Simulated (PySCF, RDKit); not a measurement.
Torsion C1–O2–C3–O4 in C3H8O2 (SMILES COCOC); at each angle all else is relaxed with GFN2-xTB, and the levels are single points there.
Geometry at 60° (charge 0, multiplicity 1):
```xyz
13

C      2.064     0.400    -0.106
O      1.381    -0.650     0.554
C      0.036    -0.414     0.736
O     -0.617    -0.235    -0.496
C     -2.006    -0.098    -0.363
H      1.972     1.336     0.459
H      1.672     0.548    -1.114
H      3.107     0.098    -0.152
H     -0.362    -1.296     1.263
H     -0.132     0.488     1.367
H     -2.261     0.770     0.258
H     -2.454    -0.994     0.083
H     -2.399     0.045    -1.368
```

On the grid 0° to 180°, 0° is the highest and 60° the lowest point at MP2/CBS(cc-pVDZ, cc-pVTZ) + ΔCCSD(T)/cc-pVDZ.

Rows in 3-21G, STO-3G carry no dispersion term and start afresh at each structure.

Codes used: PySCF for 3-21G rows, STO-3G rows; RDKit for the force fields. Each number belongs to the level named beside it.

Problem. One of these levels gives 13.8 kJ/mol for the energy at 0° less that at 60°. Name it.
(A) HF/STO-3G
(B) UFF
(C) HF/3-21G

Solution. C, HF/3-21G. The others give 22.3 (UFF), 15.4 (HF/STO-3G)
